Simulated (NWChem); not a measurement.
System: CH4ClFSi; SMILES FC[SiH2]Cl

```xyz
8

F      0.8703     1.9624    -0.2669
C     -0.1541     1.4888     0.5199
Si    -0.8310    -0.1415    -0.1632
Cl     0.6014    -1.6231     0.0021
H      0.2073     1.3569     1.5556
H     -0.9684     2.2377     0.5516
H     -1.1870     0.0135    -1.5988
H     -2.0234    -0.5339     0.6412
```
Atoms are numbered in this order, from 1.

All runs: NWChem. Geometry: optimised at PBE0/def2-SVP. Level: PBE/def2-SVP with SMD (1 M gas to 1 M solution), gas-phase geometry. Reactions with the solvent are ignored.

```csv
solvent,dielectric constant,solvation free energy (kcal/mol),cavity-dispersion-structure term (kcal/mol),dipole in solution (D)
water,78.4,0.1,3.3,2.71
anisole,4.22,-2.7,-0.4,2.53
1-octanol,9.86,-3.2,-0.3,2.64
dimethyl sulfoxide,46.8,-2.4,0.8,2.70
ethylene glycol,40.2,-1.9,1.3,2.70
toluene,2.37,-2.7,-0.9,2.40
```
